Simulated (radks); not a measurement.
The numbers below are computed, except where a source is named.
Problem. Species: Ba3+. Configuration: [Kr] 4d10 5s2 5p5. Level of theory: scalar-relativistic Kohn-Sham, r2SCAN, spin-polarised, spherical densities, finite nucleus; open shells are filled with parallel spins first (spin-orbit coupling, left out, can overturn this in heavy ions); meta-GGA in the generalised Kohn-Sham scheme; Fermi nuclear charge, rms radius 4.8378 fm (a radial shooting solver on a logarithmic mesh with Libxc functionals). Some entries of the table are withheld. Estimate them.

orbital,occ.,eigenvalue (hartree),<1/r> (bohr^-1)
1s up,1,-1372.459,60.69
1s down,1,-1372.456,60.69
2s up,1,-218.4127,13.97
2s down,1,-218.4121,13.97
2p up,3,-195.8370,13.27
2p down,3,-195.8348,13.27
3s up,1,-47.11542,5.060
3s down,1,-47.11376,5.059
3p up,3,-39.83406,4.793
3p down,3,-39.83175,4.793
3d up,5,-29.27072,4.535
3d down,5,-29.26824,4.535
4s up,1,-10.10324,2.079
4s down,1,-10.09804,2.078
4p up,3,-7.73978,(1)
4p down,3,-7.73499,(2)
4d up,5,(3),1.654
4d down,5,(4),1.656
5s up,1,-2.17500,0.8145
5s down,1,-2.13374,0.8154
5p up,3,(5),0.7094
5p down,2,(6),0.7078

Solution. 
(1) 4p up <1/r> (bohr^-1): 1.916
(2) 4p down <1/r> (bohr^-1): 1.916
(3) 4d up eigenvalue (hartree): -4.29628
(4) 4d down eigenvalue (hartree): -4.28978
(5) 5p up eigenvalue (hartree): -1.58353
(6) 5p down eigenvalue (hartree): -1.54298
